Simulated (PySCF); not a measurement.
## Broadened absorption spectrum of C5H12AlNO

Compound: C5H12AlNO.
Cartesian coordinates in Å at the PBE0-D3(BJ)/def2-SVP level; atoms count from 1:
```
atom  x, y, z in Å
C1     3.232   -0.402    1.978
C2     2.404    0.238    0.982
N3     1.733    0.743    0.194
Al4    0.452    1.651   -1.142
O5    -1.075    1.262   -0.429
C6    -1.929    0.175   -0.307
C7    -2.164   -0.522   -1.641
C8    -1.419   -0.802    0.748
H9     3.872    0.345    2.469
H10    2.592   -0.882    2.732
H11    3.864   -1.167    1.503
H12    0.908    0.886   -2.474
H13    0.893    3.165   -0.904
H14   -2.910    0.556    0.046
H15   -2.536    0.198   -2.386
H16   -2.899   -1.337   -1.548
H17   -1.222   -0.947   -2.028
H18   -0.470   -1.259    0.419
H19   -1.238   -0.273    1.696
H20   -2.139   -1.614    0.934
```

Level of theory: PySCF 2.14.0, density-fitted response routines, TDDFT CAM-B3LYP/def2-SVPD, vertical, gas phase, core orbitals frozen in the response.

Computed states:

```csv
state,E (eV),f
S1,5.63,0.0023
S2,5.86,0.051
S3,6.14,0.017
S4,6.26,0.0061
S5,6.37,0.0071
S6,6.63,0.012
S7,6.77,0.0026
S8,6.82,0.076
S9,7.01,0.0051
S10,7.25,0.034
```

Each state is given a Gaussian of 0.4 eV full width at half maximum, with ε(max) = 2.175×10⁸ f / Δν̃ (Δν̃ the width in cm⁻¹). The width is an assumption, not a result. The curve ends short of the highest state used, and states not computed would add to its high-energy end.

(1) What does the envelope look like, and where are its maxima?

(2) Does any computed singlet lie in the visible range?

(3) Coming from long wavelengths, where does ε first pass 100 L mol⁻¹ cm⁻¹?

(4) On this curve, what absorbance would a 10⁻⁵ mol/L sample give at 193 nm over a 1 cm path?

Results:

(1) 
λ (nm), ε (L mol⁻¹ cm⁻¹) and a bar:
```
    186.3       4424 ##############################
    188.4       3200 ######################
    190.5       2295 ################
    192.6       1837 ############
    194.7       1748 ############
    196.7       1870 #############
    198.8       2102 ##############
    200.9       2389 ################
    203.0       2735 ###################
    205.1       3141 #####################
    207.2       3548 ########################
    209.2       3825 ##########################
    211.3       3875 ##########################
    213.4       3615 #########################
    215.5       3089 #####################
    217.6       2419 ################
    219.6       1775 ############
    221.7       1191 ########
    223.8        747 #####
    225.9        443 ###
    228.0        250 ##
    230.1        136 #
    232.1         74 
    234.2         38 
    236.3         19 
    238.4          9 
    240.5          4 
    242.6          2 
    244.6          1 
    246.7          0
```

Maxima: 211 nm (5.89 eV), ε about 3900, made up of S2 (88%) (ε in L mol⁻¹ cm⁻¹; maxima over ε = 5, shares over 10%). At its high-energy end, 6.65 eV, the curve is still rising (ε about 4300, from S6 and S8).

(2) No computed singlet lies in the visible range (380 to 750 nm); the lowest, at 220 nm, stands 2.36 eV above its violet end (3.26 eV).

(3) At about 231 nm (5.37 eV), 0.26 eV below S1.

(4) 193 nm is 6.424 eV, where ε is about 1800 L mol⁻¹ cm⁻¹, so A = ε c l ≈ 0.018 (Beer–Lambert, with the gas-phase spectrum and the assumed width).

All these states lie below the vertical ionisation energy of 8.79 eV (ΔSCF).

One conformer stands for the species.
